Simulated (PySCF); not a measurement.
Radial density of Ne³⁺ (neon, charge +3)

UHF, [He] 2s2 2p3, high-spin 4S determinant. All numbers are calculated (PySCF 2.14, the non-relativistic Hamiltonian (point nucleus), in def2-SVP).

```tsv
r (bohr)	4πr²ρ (e/bohr)	4πr²(ρα − ρβ)
0.00267	0.05064	0.0002
0.00449	0.1413	0.0005
0.00755	0.3851	0.0012
0.0127	0.9942	0.0031
0.0214	2.346	0.0074
0.0359	4.989	0.0168
0.0604	8.656	0.0416
0.102	10.98	0.1542
0.171	8.445	0.6654
0.288	4.654	1.9880
0.484	5.829	3.7545
0.814	5.300	2.9386
1.37	1.103	0.5589
2.30	0.04945	0.0283
3.87	6.989e-05	0.0001
```
